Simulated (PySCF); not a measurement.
# Basis-set dependence of TeS at PBE0

PySCF, UKS reference; triplet, unpaired electrons π ↑↑; De to Te + S without counterpoise correction.

```
                 basis                           relativity  functions  Re (Å)  ωe (cm⁻¹)  De (eV)  μ (D)
cc-pVDZ-PP/cc-pV(D+d)Z  scalar-relativistic core potentials         46   2.238        487     3.52  -1.72
            x2c-SVPall                        spin-free X2C         54   2.243        485     3.52  -1.66
             def2-SVPD  scalar-relativistic core potentials         62   2.250        482     3.51  -1.75
cc-pVTZ-PP/cc-pV(T+d)Z  scalar-relativistic core potentials         78   2.222        497     3.68  -1.61
            def2-TZVPP  scalar-relativistic core potentials         92   2.219        497     3.69  -1.63
```

**Question.** How does each smaller set differ from the one with most functions, def2-TZVPP?

**Answer.** cc-pVDZ-PP/cc-pV(D+d)Z: +1.9 pm, -2.0 % in ωe, -0.17 eV in De; x2c-SVPall: +2.4 pm, -2.4 % in ωe, -0.17 eV in De; def2-SVPD: +3.1 pm, -3.0 % in ωe, -0.18 eV in De; cc-pVTZ-PP/cc-pV(T+d)Z: +0.3 pm, +0.0 % in ωe, -0.01 eV in De. All at PBE0; the set with most functions is neither the basis-set limit nor always the best. The rows treat relativity differently, so the differences are not basis effects alone.

A positive dipole means Te(−)S(+). Spin–orbit coupling is left out, which matters for elements this heavy, above all for dissociation energies. The state was picked by a PBE0 search and need not be the measured ground state.
